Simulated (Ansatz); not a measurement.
One change: `N[SiH](O)[SnH3]` becomes `N[SiH](O)Br`.

Ansatz, PBE0-D4/def2-TZVP geometries, multiplicity 1. Each molecule was computed in one conformer, which needn't be the lowest.

Elements past krypton have def2 core potentials. Scalar relativity is left out up to krypton. Spin–orbit coupling is left out; it splits and shifts lone-pair levels of the heavy atoms by tenths of an eV.

```json
{"property": "HOMO–LUMO gap (ωB97M-V/def2-TZVPP) / eV", "`N[SiH](O)[SnH3]`": "10.86"}
{"property": "HOMO energy (B3LYP/def2-TZVPP) / eV", "`N[SiH](O)[SnH3]`": "-7.11"}
{"property": "HOMO energy (ωB97M-V/def2-TZVPP) / eV", "`N[SiH](O)[SnH3]`": "-9.35"}
{"property": "HOMO energy (PBE/def2-TZVPP) / eV", "`N[SiH](O)[SnH3]`": "-6.13"}
{"property": "size of the dipole moment (ωB97M-V/def2-TZVPP) / D", "`N[SiH](O)[SnH3]`": "1.02"}
{"property": "LUMO energy (B3LYP/def2-TZVPP) / eV", "`N[SiH](O)[SnH3]`": "-0.25"}
```

Question: Give the same properties after the change, and the shifts. (An estimate is asked.)

Answer: The calculation gave: 
```
                                          property  `N[SiH](O)Br`  shift
           HOMO–LUMO gap (ωB97M-V/def2-TZVPP) / eV          12.46   1.60
               HOMO energy (B3LYP/def2-TZVPP) / eV          -7.74  -0.63
             HOMO energy (ωB97M-V/def2-TZVPP) / eV         -10.36  -1.01
                 HOMO energy (PBE/def2-TZVPP) / eV          -6.52  -0.39
size of the dipole moment (ωB97M-V/def2-TZVPP) / D           2.62   1.60
               LUMO energy (B3LYP/def2-TZVPP) / eV           0.31   0.56
```

With PBE0 the HOMO falls by 0.69 eV and the LUMO rises by 0.71 eV, so the gap widens by about 1.40 eV. PBE moves the HOMO by -0.39 eV and ωB97M-V by -1.01 eV. Dipoles are sizes alone; their direction can turn.

B3LYP here is the variant with VWN-RPA as its local correlation; programs differ in this.
